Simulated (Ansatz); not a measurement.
`C[CH2][GeH]([OH])[OH]` + H–F → `[OH][GeH]([OH])[CH2]F` + CH₄  (substitution at a C–C bond)

Isolated molecules relaxed with PBE0-D4/def2-TZVP in Ansatz; ΔE leaves out vibrations. CBS: MP2 limit from def2 TZ/QZ plus the TZ coupled-cluster correction, frozen cores. This one scheme is used for every species. DFT in def2-TZVPP. For Ge outer-core shells are correlated without core-valence functions, which leaves a few kJ/mol of doubt a bond. Scalar relativity is left out up to krypton. Each species was taken in one conformer, which may not be the lowest.

```
 level  ΔE (kcal/mol)
PBE-D4           12.1
  PBE0           12.8
```

Question: What does CCSD(T)/CBS give? (An estimate is asked.)

Answer: Ansatz gave: +16.1 kcal/mol. The listed levels differ from it by -4.0, -3.3 kcal/mol.

Largest T1 diagnostic among the species: 0.012.

The D4 term adds +1.7 kcal/mol with B3LYP and +1.0 kcal/mol with PBE0; it sums over pairs of atoms, weighted by their polarisabilities, and B3LYP, whose exchange is more repulsive, gets the larger term. From PBE to PBE0 (25 % exact exchange), in def2-TZVPP and without D4, ΔE moves by +1.8 kcal/mol. In def2-TZVPP, CCSD(T) changes the Hartree–Fock value by +5.1 kcal/mol (the triples alone add +0.3 kcal/mol) and MP2 by +7.6 kcal/mol.

B3LYP here is the variant with VWN-RPA as its local correlation; programs differ in this.
